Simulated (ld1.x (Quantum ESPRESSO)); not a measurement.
## An all-electron radial function and its pseudo partner (Si)

Columns: radius, all-electron u(r) and pseudo u(r) of the 3p shell (level -4.18 eV) of silicon in the configuration [Ne] 3s2 3p2; LDA (PZ), non-relativistic, TM scheme, ld1.x (Quantum ESPRESSO) 7.5.

| r (bohr) | all-electron | pseudo |
| --- | --- | --- |
| 0.085 | 0.0819 | -0.0030 |
| 0.170 | 0.1901 | -0.0119 |
| 0.255 | 0.2516 | -0.0265 |
| 0.340 | 0.2620 | -0.0464 |
| 0.425 | 0.2334 | -0.0709 |
| 0.510 | 0.1794 | -0.0995 |
| 0.595 | 0.1106 | -0.1313 |
| 0.680 | 0.0346 | -0.1658 |
| 0.765 | -0.0432 | -0.2021 |
| 0.850 | -0.1195 | -0.2398 |
| 0.935 | -0.1917 | -0.2784 |
| 1.020 | -0.2588 | -0.3175 |
| 1.105 | -0.3198 | -0.3567 |
| 1.190 | -0.3745 | -0.3955 |
| 1.275 | -0.4229 | -0.4333 |
| 1.360 | -0.4650 | -0.4693 |
| 1.445 | -0.5012 | -0.5025 |
| 1.530 | -0.5318 | -0.5320 |
| 1.615 | -0.5570 | -0.5570 |
| 1.700 | -0.5774 | -0.5774 |
| 1.785 | -0.5933 | -0.5933 |
| 1.870 | -0.6051 | -0.6051 |
| 1.955 | -0.6133 | -0.6133 |
| 2.040 | -0.6182 | -0.6182 |
| 2.125 | -0.6202 | -0.6202 |
| 2.210 | -0.6196 | -0.6196 |

Task: How many radial nodes do the two functions have?

Result: The all-electron 3p function has n − l − 1 = 1; the pseudo-wave has 0, since the states of the same l below it are removed with the core.

Task: At about which radius was the pseudo-wave matched?

Result: 1.70 bohr. The columns agree to 0.0005 from 1.53 bohr on; several derivatives are matched, so the curves merge somewhat inside the radius.

Task: Is the pseudo-wave norm-conserving?

Result: Yes: the TM scheme keeps the norm inside the radius equal to the all-electron one, which fixes the energy derivative of the logarithmic derivative at the level.
